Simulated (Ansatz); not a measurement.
Consider the hydrogenolysis of the Si–Si bond: `N[Si](N)(F)[SiH3]` + H₂ → `N[SiH](N)F` + SiH₄.

Gas-phase electronic energies from Ansatz, PBE0-D4/def2-TZVP geometries. CCSD(T)/CBS is the MP2 limit (def2-TZVPP, def2-QZVPP) plus CCSD(T) − MP2 in def2-TZVPP, frozen cores. This one scheme is used for every species. DFT in def2-TZVPP. B3LYP here is the variant with VWN-RPA as its local correlation; programs differ in this. HSE06 is defined as in plane-wave codes. One conformer a species, not always the lowest.

| level | ΔE (kJ/mol) | difference from CCSD(T)/CBS |
| --- | --- | --- |
| LDA (SPW92) | -18.4 | 13.1 |
| PBE-D4 | -13.4 | 18.1 |
| revPBE-D4 | -10.4 | 21.1 |
| BLYP-D4 | -22.2 | 9.3 |
| r2SCAN-D4 | -24.0 | 7.5 |
| B97M-V | -29.0 | 2.5 |
| PBE0-D4 | -21.8 | 9.7 |
| B3LYP-D4 | -29.0 | 2.5 |
| r2SCANh-D4 | -26.2 | 5.3 |
| r2SCAN0-D4 | -29.5 | 2.0 |
| HSE06-D4 | -21.9 | 9.6 |
| BHLYP-D4 | -38.1 | -6.6 |
| CAM-B3LYP-D4 | -37.0 | -5.5 |
| ωB97M-V | -35.4 | -3.9 |
| B2PLYP | -39.8 | -8.3 |
| PBE-QIDH | -33.5 | -2.0 |
| PBE | -21.0 | 10.5 |
| revPBE | -23.1 | 8.4 |
| r2SCAN | -26.1 | 5.4 |
| PBE0 | -28.7 | 2.8 |
| B3LYP | -41.2 | -9.7 |
| r2SCANh | -28.6 | 2.9 |
| r2SCAN0 | -32.1 | -0.6 |
| HSE06 | -28.6 | 2.9 |
| BHLYP | -49.8 | -18.3 |
| CAM-B3LYP | -44.4 | -12.9 |
| LC-ωPBE | -33.7 | -2.2 |
| RPA@PBE/def2-TZVPP | -38.6 | -7.1 |
| HF/def2-SVP | -70.9 | -39.4 |
| MP2/def2-SVP | -46.9 | -15.4 |
| CCSD/def2-SVP | -51.6 | -20.1 |
| CCSD(T)/def2-SVP | -47.4 | -15.9 |
| HF/def2-TZVPP | -66.0 | -34.5 |
| MP2/def2-TZVPP | -35.9 | -4.4 |
| CCSD/def2-TZVPP | -41.2 | -9.7 |
| MP2/def2-QZVPP | -33.8 | -2.3 |
| SCS-MP2/def2-QZVPP | -40.7 | -9.2 |
| HF/CBS(def2) | -66.3 | -34.8 |
| MP2/CBS(def2) | -32.1 | -0.6 |
| CCSD/CBS(def2) | -37.4 | -5.9 |
| CCSD(T)/CBS | -31.5 | 0 |

Largest T1 diagnostic among the species: 0.012.

From r2SCAN to r2SCAN0 (25 % exact exchange), in def2-TZVPP and without D4, ΔE moves by −6.0 kJ/mol. In def2-TZVPP, CCSD(T) changes the Hartree–Fock value by +30.6 kJ/mol (the triples alone add +5.8 kJ/mol) and MP2 by +30.1 kJ/mol. Leaving LDA and LC-ωPBE aside and taking each functional with its dispersion term where it has one, the values spread over 29.4 kJ/mol, from B2PLYP to revPBE-D4.
